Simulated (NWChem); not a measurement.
System: C4H4FN; SMILES C/C(C#N)=C\F

Here is an NWChem input.

```
start job
memory heap 200 mb stack 900 mb global 1100 mb
geometry units angstroms noautosym nocenter noautoz
  C      1.628068    -0.179618     0.000000
  C      0.153419     0.096480     0.000000
  C     -0.296632     1.454398     0.000000
  N     -0.629673     2.565726     0.000000
  C     -0.786655    -0.861242     0.000000
  F     -0.471023    -2.142775     0.000000
  H      1.813286    -1.260862     0.000000
  H      2.106525     0.261851     0.887475
  H      2.106525     0.261851    -0.887475
  H     -1.863995    -0.674982     0.000000
end
basis spherical
  * library 6-31g*
end
dft
  xc xpbe96 cpbe96
  iterations 150
end
cosmo
  dielec 20.7
end
task dft energy
```

Output (shortened):

```
             Northwest Computational Chemistry Package (NWChem) 7.3.0
             --------------------------------------------------------

                             Geometry "geometry" -> ""
                             -------------------------

 Output coordinates in angstroms (scale by  1.889725989 to convert to a.u.)

  No.       Tag          Charge          X              Y              Z
 ---- ---------------- ---------- -------------- -------------- --------------
    1 C                    6.0000     1.62806800    -0.17961800     0.00000000
    2 C                    6.0000     0.15341900     0.09648000     0.00000000
    3 C                    6.0000    -0.29663200     1.45439800     0.00000000
    4 N                    7.0000    -0.62967300     2.56572600     0.00000000
    5 C                    6.0000    -0.78665500    -0.86124200     0.00000000
    6 F                    9.0000    -0.47102300    -2.14277500     0.00000000
    7 H                    1.0000     1.81328600    -1.26086200     0.00000000
    8 H                    1.0000     2.10652500     0.26185100     0.88747500
    9 H                    1.0000     2.10652500     0.26185100    -0.88747500
   10 H                    1.0000    -1.86399500    -0.67498200     0.00000000

 Effective nuclear repulsion energy (a.u.)     200.7771786078

  pbe96 is a nonlocal functional; adding pw91lda local functional.

                                 NWChem DFT Module
                                 -----------------

 Summary of "ao basis" -> "ao basis" (spherical)
 ------------------------------------------------------------------------------
       Tag                 Description            Shells   Functions and Types
 ---------------- ------------------------------  ------  ---------------------
 C                           6-31g*                  6       14   3s2p1d
 N                           6-31g*                  6       14   3s2p1d
 F                           6-31g*                  6       14   3s2p1d
 H                           6-31g*                  2        2   2s

 in cosmo_initialize ...

 solvent parameters
 solvname_short: unkn
 solvname_long:  unknown
 dielec:       20.7000

          ---------------
          -cosmo- solvent
          ---------------
 Cosmo: York-Karplus, doi: 10.1021/jp992097l
 dielectric constant -eps-     =  20.70
 screen = (eps-1)/(eps    )    =   0.95169
 surface charge correction     = lagrangian

   van der Waals surface
 --------------------------

 ---------- ATOMIC COORDINATES (A.U.) ------------ VDWR(ANG.) --
     1    3.07660241   -0.33942880    0.00000000     2.000
     2    0.28991987    0.18232076    0.00000000     2.000
     3   -0.56055320    2.74841370    0.00000000     2.000
     4   -1.18990943    4.84851910    0.00000000     1.830
     5   -1.48656240   -1.62751139    0.00000000     2.000
     6   -0.89010440   -4.04925761    0.00000000     1.720
     7    3.42661368   -2.38268369    0.00000000     1.300
     8    3.98075504    0.49482664    1.67708457     1.300
     9    3.98075504    0.49482664   -1.67708457     1.300
    10   -3.52243979   -1.27553103    0.00000000     1.300
 number of segments per atom =         32
 number of   points per atom =         32
 atom (   nspa,  nppa )
 ----------------------
    1 (     16,     0 )       0
    2 (     10,     0 )       0
    3 (     18,     0 )       0
    4 (     22,     0 )       0
    5 (     14,     0 )       0
    6 (     20,     0 )       0
    7 (     14,     0 )       0
    8 (     14,     0 )       0
    9 (     14,     0 )       0
   10 (     16,     0 )       0
 number of -cosmo- surface points =      158
 molecular surface =    134.949 angstrom**2
 molecular volume  =    109.287 angstrom**3
 G(cav/disp)       =      1.535 kcal/mol
 -lineq- algorithm             =   0
 -bem- low  level              =   2
 -bem- from -octahedral-
 gaussian surface charge width =   4.50000
 degree of switching           =   1.00000
 switching function tolerance  =   0.00010
 atomic radii =
 --------------
    1  6.000  2.000
    2  6.000  2.000
    3  6.000  2.000
    4  7.000  1.830
    5  6.000  2.000
    6  9.000  1.720
    7  1.000  1.300
    8  1.000  1.300
    9  1.000  1.300
   10  1.000  1.300
 ...... end of -cosmo- initialization ......

[...]

                                   COSMO solvation results
                                   -----------------------

                 gas phase energy =      -309.016508065140
                 sol phase energy =      -309.025070782939
 (electrostatic) solvation energy =         0.008562717799 (    5.37 kcal/mol)

                       DFT Final Molecular Orbital Analysis
                       ------------------------------------

 Vector   20  Occ=2.000000D+00  E=-3.190163D-01
              MO Center= -5.3D-01,  2.3D+00, -2.8D-09, r^2= 2.4D+00
   Bfn.  Coefficient  Atom+Function         Bfn.  Coefficient  Atom+Function
  ----- ------------  ---------------      ----- ------------  ---------------
    46      0.452828   4 N  py               50      0.311671   4 N  py
    32     -0.254082   3 C  py               48      0.242528   4 N  s
    44      0.226382   4 N  s                36      0.175577   3 C  py
    18      0.149691   2 C  py               22      0.145843   2 C  py
    45     -0.139082   4 N  px               20      0.137839   2 C  s

 Vector   21  Occ=2.000000D+00  E=-3.008873D-01
              MO Center= -3.1D-01,  1.6D+00,  9.3D-12, r^2= 2.8D+00
   Bfn.  Coefficient  Atom+Function         Bfn.  Coefficient  Atom+Function
  ----- ------------  ---------------      ----- ------------  ---------------
    45      0.409414   4 N  px               31      0.342605   3 C  px
    49      0.243105   4 N  px               35      0.186241   3 C  px
    17     -0.160470   2 C  px                3      0.155164   1 C  px
    46      0.137893   4 N  py               73     -0.135721   6 F  px
    59      0.107373   5 C  px               92     -0.095777  10 H  s

 Vector   22  Occ=2.000000D+00  E=-2.298046D-01
              MO Center= -2.0D-01,  4.3D-02, -9.6D-10, r^2= 3.4D+00
   Bfn.  Coefficient  Atom+Function         Bfn.  Coefficient  Atom+Function
  ----- ------------  ---------------      ----- ------------  ---------------
    19      0.357501   2 C  pz               61      0.343017   5 C  pz
    47     -0.275878   4 N  pz               75     -0.267338   6 F  pz
    23      0.257831   2 C  pz               79     -0.207905   6 F  pz
    65      0.200015   5 C  pz               51     -0.196155   4 N  pz
     5     -0.110299   1 C  pz               88     -0.100946   8 H  s

 Vector   23  Occ=0.000000D+00  E=-6.389226D-02
              MO Center= -4.6D-01,  2.1D-01,  1.1D-09, r^2= 3.3D+00
   Bfn.  Coefficient  Atom+Function         Bfn.  Coefficient  Atom+Function
  ----- ------------  ---------------      ----- ------------  ---------------
    61      0.470473   5 C  pz               65      0.461534   5 C  pz
    23     -0.331220   2 C  pz               51      0.305549   4 N  pz
    47      0.302871   4 N  pz               19     -0.284412   2 C  pz
    33     -0.237659   3 C  pz               37     -0.212919   3 C  pz
    75     -0.207169   6 F  pz               79     -0.186302   6 F  pz

 Vector   24  Occ=0.000000D+00  E=-1.511203D-02
              MO Center= -3.0D-01,  1.4D+00, -5.1D-10, r^2= 2.9D+00
   Bfn.  Coefficient  Atom+Function         Bfn.  Coefficient  Atom+Function
  ----- ------------  ---------------      ----- ------------  ---------------
     6      0.533401   1 C  s                49      0.471807   4 N  px
    35     -0.441223   3 C  px               31     -0.425746   3 C  px
    45      0.425831   4 N  px               62     -0.371025   5 C  s
    86     -0.270402   7 H  s                21     -0.202766   2 C  px
     7     -0.191025   1 C  px               76      0.184197   6 F  s

 Vector   25  Occ=0.000000D+00  E= 5.920842D-02
              MO Center=  1.5D-01,  9.7D-01, -2.8D-10, r^2= 3.6D+00
   Bfn.  Coefficient  Atom+Function         Bfn.  Coefficient  Atom+Function
  ----- ------------  ---------------      ----- ------------  ---------------
    37      0.580448   3 C  pz               88      0.570388   8 H  s
    90     -0.570388   9 H  s                51     -0.441727   4 N  pz
     9     -0.433268   1 C  pz               33      0.417210   3 C  pz
    23     -0.392917   2 C  pz               19     -0.359478   2 C  pz
    47     -0.330208   4 N  pz               65      0.273786   5 C  pz

     Multipole analysis of the density
     ---------------------------------

     L   x y z        total         alpha         beta         nuclear
     -   - - -        -----         -----         ----         -------
     0   0 0 0     -0.000000    -22.000000    -22.000000     44.000000

     1   1 0 0      0.417293      0.487738      0.487738     -0.558182
     1   0 1 0     -1.534423     -1.072471     -1.072471      0.610519
     1   0 0 1      0.000000      0.000000      0.000000      0.000000

     2   2 0 0    -21.756295    -83.540942    -83.540942    145.325590
     2   1 1 0      2.905708      5.630206      5.630206     -8.354704
     2   1 0 1     -0.000000     -0.000000     -0.000000      0.000000
     2   0 2 0    -34.955019   -208.490189   -208.490189    382.025358
     2   0 1 1     -0.000000     -0.000000     -0.000000      0.000000
     2   0 0 2    -24.958912    -15.292069    -15.292069      5.625225
```

Level: PBE/6-31G* (spherical d), COSMO on the gas-phase geometry. All runs use the structure optimised with PBE0/def2-SVP. COSMO prints the solvation energy as gas minus solution, so a positive value is a stabilisation.
